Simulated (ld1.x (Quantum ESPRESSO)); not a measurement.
# Varying the ultrasoft potential for Ni (Z = 28)

Base potential:

ld1.x (Quantum ESPRESSO) 7.5 input, shortened:

```
&input
   title='Ni', zed=28., rel=1, dft='PZ', iswitch=3,
   config='[Ar] 3d8 4s1.5 4p0 4f-2'
 /
 &inputp
   pseudotype=3, tm=.true., lloc=-1, rcloc=1.80,
   nlcc=.false.,
   which_augfun='PSQ', rmatch_augfun=1.05
 /
8
4S  1  0   1.50   0.00  1.75  1.90  0.0
4S  1  0   0.00  -0.15  1.75  1.90  0.0
3P  2  1   6.00   0.00  1.15  1.25  0.0
4P  3  1   0.00   0.00  1.15  1.25  0.0
3D  3  2   8.00   0.00  1.20  1.30  0.0
3D  3  2   0.00   2.70  1.20  1.30  0.0
4F  4  3  -2.00   0.20  1.30  1.65  0.0
4F  4  3  -2.00   1.95  1.30  1.65  0.0
 &test
   configts(1)='3p6 3d8 4s1.5 4p0'
 /
```

All-electron outer shells of the reference configuration (LDA (PZ), scalar-relativistic, ld1.x):

```tsv
shell	level (eV)	outermost node (bohr)	outermost maximum (bohr)
3s	-114.89	0.30	0.64
3p	-75.65	0.27	0.65
3d	-13.50	–	0.63
4s	-9.56	0.92	2.15
4p	-4.40	1.00	2.84
```

Cutoffs, loose and tight: the cutoffs (Ry, on a coarse ladder) from which the occupation-weighted sum of valence levels, in a spherical-Bessel basis at the reference potential, stays within 10 and 1 mRy of its value at 400 Ry. They do not see the model core or the augmentation charge, which bear on the density cutoff. Test errors are all-electron minus pseudo excitation energies from the reference, over the configurations 3p6 3d8 4s2 4p0; 3p6 3d8 4s1 4p0; 3p6 3d8 4s0 4p0; 3p6 3d9 4s1 4p0; 3p6 3d8 4s0 4p2; 3p6 3d8.5 4s1.5 4p0; 3p6 3d8 4s0 4p1 (two spin-polarised tests are not counted in the largest error). A dash means not determined; rows that change the core or the reference have their own tests.

| change | outcome | cutoff, loose | cutoff, tight | bound ghosts | largest test error (meV) |
| --- | --- | --- | --- | --- | --- |
| base | generated | 80 Ry | 140 Ry | none | +4.1 |
| waves 3d (bound): rcut 0.78, rcutus 0.82 bohr; 3d channel at 2.7 Ry: rcut 0.78, rcutus 0.82 bohr | generated | 200 Ry | 300 Ry | none | -4.0 |
| waves 3d (bound): rcut 0.92, rcutus 0.98 bohr; 3d channel at 2.7 Ry: rcut 0.92, rcutus 0.98 bohr | generated | 160 Ry | 260 Ry | none | -3.9 |
| waves 3d (bound): rcut 1.10, rcutus 1.16 bohr; 3d channel at 2.7 Ry: rcut 1.10, rcutus 1.16 bohr | generated | 100 Ry | 180 Ry | none | +3.5 |
| waves 3d (bound): rcut 1.20, rcutus 1.36 bohr; 3d channel at 2.7 Ry: rcut 1.20, rcutus 1.36 bohr | generated | 80 Ry | 140 Ry | none | -5.0 |
| waves 3d (bound): rcut 1.20, rcutus 1.56 bohr; 3d channel at 2.7 Ry: rcut 1.20, rcutus 1.56 bohr | generated | 70 Ry | 110 Ry | none | -3.7 |
| waves 3d (bound): rcut 1.20, rcutus 1.72 bohr; 3d channel at 2.7 Ry: rcut 1.20, rcutus 1.72 bohr | generated | 55 Ry | 100 Ry | none | -3.9 |
| waves 3d (bound): rcut 1.20, rcutus 1.82 bohr; 3d channel at 2.7 Ry: rcut 1.20, rcutus 1.82 bohr | generated | 55 Ry | 100 Ry | none | -4.0 |
| waves 3d (bound): rcut 1.20, rcutus 1.96 bohr; 3d channel at 2.7 Ry: rcut 1.20, rcutus 1.96 bohr | generated | 55 Ry | 100 Ry | none | -10 |

**Question.** What comes out with this change to the base: waves 3d (bound): rcut 1.20, rcutus 1.28 bohr; 3d channel at 2.7 Ry: rcut 1.20, rcutus 1.28 bohr?

**Answer.** outcome: generated; cutoff, loose: 90 Ry; cutoff, tight: 140 Ry; bound ghosts: none; largest test error (meV): +4.2.

Reading the sweep of the d radius (base included, trends over the rows without a ghost): The loose cutoff falls from 200 Ry at 0.82 to 55 Ry at 1.96 bohr. A larger radius leaves more room for a smooth pseudo-wave, so fewer plane waves are needed; a smaller one forces it to follow the all-electron wave where it bends sharply. The median size of the test errors (rows with all tests solved) is not monotonic: lowest 0.4 meV at 1.72 bohr, highest 2.5 meV at 1.96 bohr.
